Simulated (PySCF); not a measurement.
Calculation: PBE0-D3(BJ)/def2-TZVP // PBE0-D3(BJ)/def2-SVP run with PySCF 2.14.0. Gas-phase values, no solvent. One relaxed conformer stands for a flexible species; it need not be the lowest. Excitations are Tamm–Dancoff values on a coarser integration grid. The basis has no diffuse functions, so Rydberg states are missing or too high.

Reference species (SMILES): `C(#C)c1c(B)c2c(ccs2)cc1` (neutral, multiplicity 1).

```json
{
 "S1 excitation (TDA)": "3.50 eV",
 "brightest of the four lowest singlets (TDA)": "4.84 eV",
 "S1–T1 gap (TDA)": "0.99 eV"
}
```

After one change: the S1 excitation (TDA) rises by 0.13 eV; the brightest of the four lowest singlets (TDA) falls by 0.79 eV; the S1–T1 gap (TDA) rises by 0.23 eV.

Q: What was changed between the two runs? The new species is one of these.
A) `Bc1cc2ccc(C#C)cc2s1`
B) `Bc1cc2sccc2cc1C#C`
C) `Bc1c(C#C)ccc2sccc12`
D) `Bc1cc(C#C)c2sccc2c1`

A: A, `Bc1cc2ccc(C#C)cc2s1`
